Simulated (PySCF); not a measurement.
C2H6Cl2OSn, SMILES C[O][Sn]([Cl])([Cl])[CH3].

Geometry: B3LYP-D3(BJ)/def2-SVP. The def2 effective core potentials stand for the cores of Sn; spin–orbit coupling is left out. One conformer was computed; it need not be the lowest.

Computed with PBE/def2-TZVP (PySCF).

Symmetry labels are those of the subgroup Cs that the program uses (full group Cs).

Computed valence orbital energies around the gap with their symmetry:
| orbital | symmetry | energy (eV) |
|---|---|---|
| HOMO−7 | A" | -9.16 |
| HOMO−6 | A' | -8.77 |
| HOMO−5 | A' | -7.99 |
| HOMO−4 | A" | -7.70 |
| HOMO−3 | A' | -7.66 |
| HOMO−2 | A" | -7.57 |
| HOMO−1 | A' | -7.15 |
| HOMO | A" | -6.56 |
| LUMO | A' | -2.84 |
| LUMO+1 | A' | -0.66 |
| LUMO+2 | A" | -0.62 |
| LUMO+3 | A' | -0.09 |
